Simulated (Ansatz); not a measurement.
CaF2 (SMILES [F][Ca][F]) moved off its minimum; all values from Ansatz (a program for electronic structure), cores frozen in correlated methods.
(charge 0, multiplicity 1)
```xyz
3

Ca     0.2340     0.0683    -0.0241
F     -0.5834     1.4336    -1.1601
F      0.1668    -1.4967     1.3482
```

| level | largest force (eV/Å) | on atom | rms difference from CCSD(T)/def2-TZVPPD (eV/Å) | dipole (D) |
|---|---|---|---|---|
| HF/def2-TZVPP | 1.76 | Ca1 | 0.220 | 3.65 |
| PBE/def2-TZVPP | 1.50 | Ca1 | 0.370 | 3.25 |
| r2SCAN/def2-TZVPP | 1.53 | Ca1 | 0.412 | 3.36 |
| B3LYP/def2-TZVPP | 1.57 | Ca1 | 0.343 | 3.37 |
| wB97M-V/def2-TZVPP | 1.59 | Ca1 | 0.340 | 3.41 |
| MP2/def2-TZVPPD | 1.83 | Ca1 | 0.021 | 3.48 |
| CCSD(T)/def2-TZVPPD | 1.84 | Ca1 | 0.000 | 3.49 |

The differences count from one level among others, with limits of its own. Forces at CCSD(T)/def2-TZVPPD (eV/Å):

```tsv
atom	Fx	Fy	Fz
Ca1	0.628	-1.320	1.110
F2	-0.658	1.141	-0.951
F3	0.030	0.179	-0.159
```
